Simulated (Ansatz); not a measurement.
# Exact exchange and the HOMO–LUMO gap of CH6Ge

CH6Ge: 8 atoms, total charge 0, spin state singlet. As SMILES, `[CH3][GeH3]`. The shape is that of a PBE0-D4/def2-TZVP optimisation.

The HOMO–LUMO gap y, in eV, basis def2-SVPD; a is the functional's share of exact exchange. Programs: Ansatz 0.2.0.

```
functional  program     a  y (eV)
       PBE   Ansatz     0    7.42
    revPBE   Ansatz     0    7.41
     B3LYP   Ansatz   0.2       ?
      PBE0   Ansatz  0.25    9.34
     BHLYP   Ansatz   0.5   10.96
```

Fit y = c + s·a to the known rows and predict B3LYP.


1. Means of the 4 rows: a = 0.1875, y = 8.783.
2. Σ(Δa)² = 0.17188, Σ(Δa·Δy) = 1.2281, so the slope is 1.2281/0.17188 = 7.1451.
3. Intercept: 8.783 − (7.1451) × 0.1875 = 7.443. The largest residual of the fit is 0.11.
4. B3LYP: 7.443 + (7.1451) × 0.2 = 8.87 eV.

The run gave 8.83 eV, so the prediction is off by +0.04 eV, within the scatter of the fit. Exact exchange lowers occupied levels and raises empty ones.
